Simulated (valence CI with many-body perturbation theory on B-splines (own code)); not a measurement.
Sc⁷⁺: electric-dipole lines

Method: relativistic CI+MBPT: four valence electrons over a frozen Dirac-Fock core [Ne], radial functions for each j: 11 s, 11 p, 9 d, 7 f, 5 g, 2 h, 1 i, with the one-electron correlation potential Σ1, the two-electron term Σ2, the three-electron term Σ3, Breit, model QED; selected CI, second order for the rest, scaled by the run's own slope (own B-spline code, finite nucleus).

Against 21 measured levels this calculation errs by 87 cm⁻¹ on average and by 341 at most. These come from a selection out of Sugar and Corliss, J. Phys. Chem. Ref. Data 9, 473 (1980). Levels without a partner in it may be off by more.

Lines 1 to 50 of 223 in falling wavelength, among levels below 533540 cm⁻¹, chosen from the strongest by gf and those to the six lowest levels. Wavelengths and rates use the calculated energies, so an error of 90 cm⁻¹ moves a line at 800.8 Å by 0.072 % and its rate by three times that or more. Electric multipoles are in the length gauge, E1 and E2 with the static RPA response of the core. Weak lines are less certain than strong ones. Lines between different terms over intervals too small for the method are left out, as are lines whose strength nearly cancels. The highest levels of a list are the least certain.

Names give the largest LS component (configuration and term), which can be under half, so a name can repeat, a term be missing and a line seem to break the LS rules; names also repeat where a configuration has a term twice. Letters in brackets count levels of one name in rising energy.

| λ vac (Å) | λ from measured levels | Upper | Lower | A (s⁻¹) | S (a.u.) |
| --- | --- | --- | --- | --- | --- |
| 958.3 |  | 3s 3p3 5S°_2 | 3s2 3p2 1D_2 | 3.82e+03 | 8.30e-06 |
| 928.0 |  | 3s 3p2 3d 3F_4 [a] | 3s2 3p 3d 3D°_3 | 2.90e+07 | 1.03e-01 |
| 874.1 |  | 3p4 3P_2 | 3s 3p3 3S°_1 | 2.00e+08 | 3.29e-01 |
| 853.7 |  | 3p4 1D_2 | 3s 3p3 1P°_1 | 1.33e+08 | 2.04e-01 |
| 848.6 |  | 3p4 3P_1 | 3s 3p3 3S°_1 | 2.11e+08 | 1.91e-01 |
| 839.9 |  | 3p4 3P_0 | 3s 3p3 3S°_1 | 2.36e+08 | 6.90e-02 |
| 806.7 |  | 3s 3p3 5S°_2 | 3s2 3p2 3P_2 | 7.94e+05 | 1.03e-03 |
| 800.8 | 799.4 | 3s 3p3 3D°_1 | 3s2 3p2 1S_0 | 2.08e+05 | 1.58e-04 |
| 786.2 |  | 3s 3p3 5S°_2 | 3s2 3p2 3P_1 | 3.51e+05 | 4.21e-04 |
| 761.5 |  | 3s 3p2 3d 1G_4 | 3s2 3p 3d 1F°_3 | 1.09e+08 | 2.13e-01 |
| 654.5 | 654.0 | 3s 3p3 3P°_1 | 3s2 3p2 1S_0 | 2.33e+06 | 9.69e-04 |
| 646.0 | 645.4 | 3s 3p3 3D°_1 | 3s2 3p2 1D_2 | 2.47e+06 | 9.86e-04 |
| 645.7 | 645.1 | 3s 3p3 3D°_2 | 3s2 3p2 1D_2 | 1.20e+06 | 8.00e-04 |
| 643.7 | 643.2 | 3s 3p3 3D°_3 | 3s2 3p2 1D_2 | 7.84e+06 | 7.22e-03 |
| 641.0 |  | 3s 3p2 3d 3F_4 [a] | 3s2 3p 3d 3F°_4 | 1.81e+08 | 2.12e-01 |
| 636.9 |  | 3s 3p2 3d 3F_3 [a] | 3s2 3p 3d 3F°_3 | 1.84e+08 | 1.64e-01 |
| 633.9 |  | 3s 3p2 3d 3F_2 [a] | 3s2 3p 3d 3F°_2 | 2.06e+08 | 1.30e-01 |
| 618.3 |  | 3s 3p2 3d 3D_3 [a] | 3s2 3p 3d 3D°_3 | 2.86e+08 | 2.34e-01 |
| 617.7 |  | 3s 3p2 3d 3D_2 [a] | 3s2 3p 3d 3D°_2 | 2.25e+08 | 1.31e-01 |
| 615.3 |  | 3s 3p2 3d 3D_1 [a] | 3s2 3p 3d 3D°_1 | 2.54e+08 | 8.76e-02 |
| 586.9 |  | 3p4 1D_2 | 3s 3p3 1D°_2 | 2.13e+09 | 1.06e+00 |
| 583.9 |  | 3p4 1S_0 | 3s 3p3 1P°_1 | 3.56e+09 | 3.50e-01 |
| 573.4 | 573.2 | 3s 3p3 3D°_1 | 3s2 3p2 3P_2 | 7.34e+06 | 2.05e-03 |
| 573.1 | 573.0 | 3s 3p3 3D°_2 | 3s2 3p2 3P_2 | 7.88e+07 | 3.66e-02 |
| 571.6 | 571.4 | 3s 3p3 3D°_3 | 3s2 3p2 3P_2 | 6.02e+08 | 3.89e-01 |
| 568.9 |  | 3s 3p2 3d 1F_3 | 3s2 3p 3d 1D°_2 | 6.03e+08 | 3.83e-01 |
| 562.9 | 562.8 | 3s 3p3 3D°_1 | 3s2 3p2 3P_1 | 2.14e+08 | 5.66e-02 |
| 562.7 | 562.6 | 3s 3p3 3D°_2 | 3s2 3p2 3P_1 | 5.64e+08 | 2.48e-01 |
| 557.8 |  | 3p4 3P_2 | 3s 3p3 3P°_2 | 2.88e+08 | 1.23e-01 |
| 557.6 |  | 3p4 3P_2 | 3s 3p3 3P°_1 | 1.15e+08 | 4.90e-02 |
| 556.4 |  | 3s 3p2 3d 1F_3 | 3s2 3p 3d 3P°_2 | 5.31e+08 | 3.16e-01 |
| 555.8 | 555.7 | 3s 3p3 3D°_1 | 3s2 3p2 3P_0 | 4.40e+08 | 1.12e-01 |
| 554.5 |  | 3p4 1S_0 | 3s 3p3 3S°_1 | 5.05e+08 | 4.24e-02 |
| 547.3 | 547.2 | 3s 3p3 3P°_1 | 3s2 3p2 1D_2 | 7.47e+06 | 1.81e-03 |
| 547.3 |  | 3p4 3P_1 | 3s 3p3 3P°_2 | 3.25e+08 | 7.89e-02 |
| 547.2 | 547.1 | 3s 3p3 3P°_2 | 3s2 3p2 1D_2 | 1.33e+06 | 5.38e-04 |
| 543.5 |  | 3p4 3P_0 | 3s 3p3 3P°_1 | 5.85e+08 | 4.63e-02 |
| 526.6 |  | 3s 3p2 3d 3P_1 [b] | 3s2 3p 3d 3D°_2 | 3.68e+08 | 7.95e-02 |
| 524.7 |  | 3s 3p2 3d 3P_2 [b] | 3s2 3p 3d 3D°_3 | 5.32e+08 | 1.90e-01 |
| 524.2 |  | 3s 3p2 3d 3P_1 [b] | 3s2 3p 3d 3D°_1 | 1.93e+08 | 4.12e-02 |
| 523.5 |  | 3s 3p2 3d 3P_2 [b] | 3s2 3p 3d 3D°_2 | 1.51e+08 | 5.34e-02 |
| 523.5 |  | 3s 3p2 3d 3D_1 [b] | 3s2 3p 3d 3P°_0 | 4.70e+08 | 9.99e-02 |
| 520.4 |  | 3s 3p2 3d 3D_1 [b] | 3s2 3p 3d 3P°_1 | 4.55e+08 | 9.48e-02 |
| 518.4 |  | 3s 3p2 3d 3D_2 [b] | 3s2 3p 3d 3P°_1 | 6.10e+08 | 2.10e-01 |
| 517.7 |  | 3s 3p2 3d 3D_3 [b] | 3s2 3p 3d 1D°_2 | 4.81e+08 | 2.30e-01 |
| 516.9 |  | 3s 3p2 3d 3F_3 [b] | 3s2 3p 3d 3P°_2 | 9.04e+07 | 4.31e-02 |
| 515.5 |  | 3s 3p2 3d 1P_1 | 3s2 3p 3d 1D°_2 | 1.19e+09 | 2.41e-01 |
| 514.8 |  | 3s 3p2 3d 3P_2 [a] | 3s 3p3 3S°_1 | 4.27e+08 | 1.44e-01 |
| 510.7 |  | 3s 3p2 3d 3D_2 [b] | 3s2 3p 3d 3P°_2 | 2.47e+08 | 8.13e-02 |
| 507.5 |  | 3s 3p2 3d 3P_1 [a] | 3s 3p3 3S°_1 | 5.21e+08 | 1.01e-01 |
